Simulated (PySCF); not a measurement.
Molecule: SMILES C1C[SiH2]P[SiH2]1, C2H9PSi2.

Cartesian coordinates in Å; atom numbers follow the order of the lines, from 1:
```xyz
14

C     0.278   -1.234    0.311
C    -1.077   -0.765   -0.218
Si   -1.298    1.123    0.019
P     0.740    1.941   -0.449
Si    1.683   -0.091   -0.317
H     0.458   -2.269    0.020
H     0.263   -1.217    1.404
H    -1.138   -0.989   -1.285
H    -1.885   -1.319    0.262
H    -2.273    1.666   -0.928
H    -1.714    1.427    1.392
H     1.037    2.318    0.844
H     2.097   -0.471   -1.672
H     2.829   -0.119    0.594
```

Frames of a GFN2-xTB Langevin trajectory at 400 K; GIAO PBE0/pcSseg-1 shieldings in PySCF 2.14, gas phase, non-relativistic; equivalent atoms averaged within each frame.

Referencing at the same level of theory: TMS for ¹³C (σref 186.93), ²⁹Si (σref 349.16), ¹H (σref 31.72); H3PO4 for ³¹P (σref 318.38). The references are static minima.

**Question.** How do the shifts (ppm) fluctuate along the trajectory?

**Answer.** 
```
         time (fs)  C1/C2  Si3/Si5      P4  H10/H11/H13/H14  H6/H7/H8/H9   H12
optimised geometry   12.8    -25.2  -357.3             4.52         1.09  0.21
               250    6.8    -37.4  -334.2             4.99         0.98  0.57
               425   14.4    -25.4  -344.8             4.83         0.86  0.70
               625   22.0    -32.7  -366.7             4.68         2.32  0.19
               800   10.8    -32.7  -307.2             4.24         1.24  0.60
              1000   13.4    -34.5  -266.5             5.19         0.83  2.02
    mean of frames   13.5    -32.5  -323.9             4.78         1.25  0.82
standard deviation    5.6      4.4    38.6             0.36         0.62  0.70
```

5 frames give an uncertainty of the mean of about the standard deviation over 2.2 at best, since frames this close in time may not be independent; classical motion lacks zero-point vibration, and the reference would need the same averaging.
